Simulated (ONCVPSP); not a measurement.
manganese (Mn), ONCV: configuration errors across variants

* Element: manganese (Mn)
* Generator: ONCVPSP 4.0.1
* Type: optimised norm-conserving Vanderbilt (ONCV)
* Functional: LDA (Perdew-Zunger)
* Relativity: scalar-relativistic
* Frozen core: [Ne]
* Valence charge: 15
* Reference configuration: 3s2 3p6 3d5.5 4s1.5
* Partial waves: 3s+4s: rc 1.20 bohr, ncon 5, nbas 9, qcut 13.2 1/bohr, 2 projectors; 3p: rc 1.15 bohr, ncon 4, nbas 7, qcut 10.2 1/bohr, 2 projectors, debl 1.7 Ha; 3d: rc 1.15 bohr, ncon 3, nbas 8, qcut 16.1 1/bohr, local
* Local potential: the d channel
* Core correction: Teter function, fcfact 3, rcfact 1.55

In the p channel the program set the typed energies aside and used -1.920, 0.250 Ha.

All-electron excitation energies from the reference (eV): (1) 3s2 3p6 3d5 4s2 0.505; (2) 3s2 3p6 3d5 4s1 9.159; (3) 3s2 3p6 3d5 4s0 25.036; (4) 3s2 3p6 3d5 4s0 4p1 13.975.

5 further variants failed, have other tests or another functional or relativity, and are left out.

A true bound ghost makes a file unfit for plane-wave use even where its test errors are small: the radial tests pick states by their node count and pass the ghost by.

Errors AE − PS in meV (a dash: test not solved or not reliable):

| change | (1) | (2) | (3) | (4) | bound ghosts | GHOST(+) flags above zero |
| --- | --- | --- | --- | --- | --- | --- |
| base | +0.5 | -0.8 | -2.2 | -1.1 | s | p |
| core correction Teter function, fcfact 4.5, rcfact 1.45 | +0.5 | -0.8 | -2.2 | -1.1 | s | p |
| core correction Teter function, fcfact 5.4, rcfact 1.55 | +0.5 | -0.8 | -2.2 | -1.1 | s | p |

Give the same row for: d: rc 0.92.

+0.9, -0.1, -1.3, -0.4; bound ghosts: none; GHOST(+) flags above zero: s.
